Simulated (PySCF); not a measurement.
**PySCF run on AuH3**

Input:

```python
from pyscf import gto, scf, mp

mol = gto.M(
    atom='Au 0.0101 0 -0.0002; H 1.5857 0 -0.0302; H -1.7815 0.4012 0.0339; H -1.7815 -0.4011 0.0339',
    basis='def2-svpd',
    ecp={'Au': 'def2-svpd'},
    charge=0,
    spin=0,
    verbose=4,
)
mf = scf.RHF(mol)
mf.kernel()
mp.MP2(mf).kernel()
mf.dip_moment()
print('orbital energies (hartree):', mf.mo_energy[..., max(0, mol.nelec[1]-3):mol.nelec[0]+3].round(4))
```

```bash
$ OMP_NUM_THREADS=1 python input.py
```

The log (some set-up lines removed):

```
PySCF version 2.14.0

[INPUT] Symbol           X                Y                Z      unit          X                Y                Z       unit  Magmom
[INPUT]  1 Au     0.010100000000   0.000000000000  -0.000200000000 AA    0.019086233858   0.000000000000  -0.000377945225 Bohr   0.0
[INPUT]  2 H      1.585700000000   0.000000000000  -0.030200000000 AA    2.996538715723   0.000000000000  -0.057069728962 Bohr   0.0
[INPUT]  3 H     -1.781500000000   0.401200000000   0.033900000000 AA   -3.366547090913   0.758158121176   0.064061715623 Bohr   0.0
[INPUT]  4 H     -1.781500000000  -0.401100000000   0.033900000000 AA   -3.366547090913  -0.757969148563   0.064061715623 Bohr   0.0

nuclear repulsion = 18.3025779871843
number of shells = 25
number of NR pGTOs = 90
number of NR cGTOs = 59
basis = def2-svpd
ecp = {'Au': 'def2-svpd'}

******** <class 'pyscf.scf.hf.RHF'> ********
method = RHF
initial guess = minao
damping factor = 0
level_shift factor = 0
DIIS = <class 'pyscf.scf.diis.CDIIS'>
SCF conv_tol = 1e-09
SCF max_cycles = 50
Initial guess from minao.
init E= -124.049915772144
  HOMO = -0.803866743131981  LUMO = -0.363245960108105  gap/eV = 11.98990
cycle= 1 E= -136.040317717747  delta_E=  -12  |g|= 1.41  |ddm|= 10.2
  HOMO = -0.127580852074037  LUMO = 0.0908999869945291  gap/eV = 5.94517
cycle= 2 E= -136.183360361215  delta_E= -0.143  |g|= 1.25  |ddm|= 3.18
  HOMO = -0.352930325778921  LUMO = 0.0557806334054991  gap/eV = 11.12159
cycle= 3 E= -136.477961313055  delta_E= -0.295  |g|= 0.0547  |ddm|= 1.29
  HOMO = -0.353602977433442  LUMO = 0.0589389590937293  gap/eV = 11.22584
cycle= 4 E= -136.47917987473  delta_E= -0.00122  |g|= 0.0114  |ddm|= 0.148
  HOMO = -0.354865240939837  LUMO = 0.0585267820134732  gap/eV = 11.24897
cycle= 5 E= -136.479279588048  delta_E= -9.97e-05  |g|= 0.00312  |ddm|= 0.0399
  HOMO = -0.354550994672373  LUMO = 0.0584547526875543  gap/eV = 11.23846
cycle= 6 E= -136.479284463796  delta_E= -4.88e-06  |g|= 0.00124  |ddm|= 0.00698
  HOMO = -0.354500487545867  LUMO = 0.0585146986086365  gap/eV = 11.23872
cycle= 7 E= -136.479285306118  delta_E= -8.42e-07  |g|= 0.000371  |ddm|= 0.00303
  HOMO = -0.354504647910655  LUMO = 0.0585227685633631  gap/eV = 11.23905
cycle= 8 E= -136.479285453629  delta_E= -1.48e-07  |g|= 5.8e-05  |ddm|= 0.00189
  HOMO = -0.354508914993329  LUMO = 0.0585213819416497  gap/eV = 11.23913
cycle= 9 E= -136.479285456535  delta_E= -2.91e-09  |g|= 1.01e-05  |ddm|= 0.000242
  HOMO = -0.354507069105829  LUMO = 0.0585219823219401  gap/eV = 11.23909
cycle= 10 E= -136.479285456633  delta_E= -9.79e-11  |g|= 1.33e-06  |ddm|= 4.04e-05
  HOMO = -0.354507039161943  LUMO = 0.0585219589257786  gap/eV = 11.23909
Extra cycle  E= -136.479285456633  delta_E= -8.53e-14  |g|= 5.98e-07  |ddm|= 4.58e-06
converged SCF energy = -136.479285456633

******** <class 'pyscf.mp.mp2.RMP2'> ********
nocc = 11, nmo = 59
E(RMP2) = -136.908543803093  E_corr = -0.429258346460307
E(SCS-RMP2) = -136.87330225428  E_corr = -0.394016797646493
E_corr(same-spin) = -0.139722943968318
E_corr(oppo-spin) = -0.289535402491989
Dipole moment(X, Y, Z, Debye): -3.47874,  0.00004,  0.06623
orbital energies (hartree): [-0.4773 -0.4771 -0.3545  0.0585  0.0751  0.1243]
```

In short: E(SCF) = -136.479285 Eh, 10 cycles, E(MP2) − E(SCF) = -0.42926 Eh, μ(SCF) = 3.48 D.

Hardware: Arm Neoverse V1, 1 thread, shared host. Wall time 1.3 s, peak memory 0.14 GiB.
